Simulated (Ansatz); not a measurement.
Geometry optimisation, DFT PBE-D3(BJ), scalar-relativistic, plane waves, PAW (Ansatz).

Input:

```yaml
crystal:
  lattice:
    - [5.32, 0.0, 0.0]
    - [2.66, 4.607255, 0.0]
    - [0.0, 0.0, 17.93696]
  atoms:
    - { symbol: Zn, position: [0.0, 0.0, 0.0557508] }
    - { symbol: Zn, position: [0.5, 0.0, 0.0557508] }
    - { symbol: Zn, position: [0.0, 0.5, 0.0557508] }
    - { symbol: Zn, position: [0.5, 0.5, 0.0557508] }
    - { symbol: Zn, position: [-0.1666667, 0.3333333, 0.1933706] }
    - { symbol: Zn, position: [0.3333333, 0.3333333, 0.1933706] }
    - { symbol: Zn, position: [-0.1666667, 0.8333333, 0.1933706] }
    - { symbol: Zn, position: [0.3333333, 0.8333333, 0.1933706] }
    - { symbol: Zn, position: [0.0, 0.0, 0.3309903] }
    - { symbol: Zn, position: [0.5, 0.0, 0.3309903] }
    - { symbol: Zn, position: [0.0, 0.5, 0.3309903] }
    - { symbol: Zn, position: [0.5, 0.5, 0.3309903] }
    - { symbol: O, position: [0.4756772, 0.7673265, 0.4090414] }
    - { symbol: H, position: [0.6791388, 0.6586078, 0.4201916] }
    - { symbol: H, position: [0.4197441, 0.964851, 0.4201916] }
basis:
  ecutwfc: 420.0
kpoints:
  mp_grid: { grid: [5, 5, 1] }
hamiltonian:
  xc: pbe
  dispersion: d3bj
scf:
  occupations: { method: gaussian, width: 0.05 }
  lower_state_search: "off"
relax:
  f_tol: 0.03
  max_steps: 60
  adjacent_minimum: "off"
  constraints: [{ sites: [0, 1, 2, 3] }]
output:
  write_density: true
  write_potential: true
  elf: true
  volumetric_format: npy
```

Command:

```bash
$ ansatz run input.yaml --threads 4 --pin off --max-ram 10240MiB --backend cpu --events-out ev --progress --plain --runs-dir out
```

Q: Where does it end, and by what steps?

A: The forces met the threshold. Limits of this set-up: coarse k mesh, thin slab, slab without dipole correction. After 15 steps the energy has fallen by 3.156 eV; O13 moved furthest, 1.56 Å. Parted: Zn10–O13, Zn10–H15, Zn12–O13.

```tsv
step	energy less start (eV)	largest force component (eV/Å)	accepted
0	0.0000	4.688	yes
1	-1.3620	3.007	yes
2	-2.3016	1.715	yes
3	-2.7290	1.029	yes
4	-2.9097	0.605	yes
5	-2.9998	0.965	yes
6	-3.0741	0.316	yes
7	-3.1103	0.098	yes
8	-3.1294	0.093	yes
9	-3.1407	0.073	yes
10	-3.1473	0.332	yes
11	-3.1514	0.179	yes
12	-3.1540	0.138	yes
13	-3.1558	0.060	yes
14	-3.1561	0.031	yes
15	-3.1562	0.025	yes
```

```xyz
15
Lattice="5.3200 0.0000 0.0000 2.6600 4.6073 0.0000 0.0000 0.0000 17.9370" Properties=species:S:1:pos:R:3
Zn 0.000 0.000 1.000
Zn 2.660 0.000 1.000
Zn 1.330 2.304 1.000
Zn 3.990 2.304 1.000
Zn -0.004 1.538 3.358
Zn 2.662 1.538 3.354
Zn 1.330 3.840 3.339
Zn 3.990 3.834 3.361
Zn -0.001 0.001 5.663
Zn 2.661 0.001 5.659
Zn 1.332 2.304 5.660
Zn 3.982 2.293 5.852
O 4.129 2.531 8.448
H 5.103 2.506 8.455
H 3.927 3.483 8.384
```

Time of the run: 75 s on 4 threads of AMD EPYC 9R45 96-Core Processor (Zen 5), on a shared host, peak memory 1.5 GiB.
